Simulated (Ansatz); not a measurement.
Si(H)(Me)(SH)2 (CH₆S₂Si), SMILES C[SiH](S)S.

Coordinates come from a B3LYP-D3(BJ)/def2-SVP optimisation. Other conformers were not sampled.

Two levels are set side by side: PBE/def2-SVPD (Ansatz, a quantum-chemistry and plane-wave program) and PBE0/def2-SVPD (Ansatz). Energy differences of separate SCF runs at the same geometry; the states with an electron removed or added have multiplicity 2 and 2. Differences are taken from unrounded values.

| quantity | PBE0 | PBE | PBE minus PBE0 |
|---|---|---|---|
| vertical ionisation energy (eV) | 9.30 | 8.94 | -0.37 |
| vertical singlet–triplet gap (eV) | 5.66 | 5.19 | -0.47 |
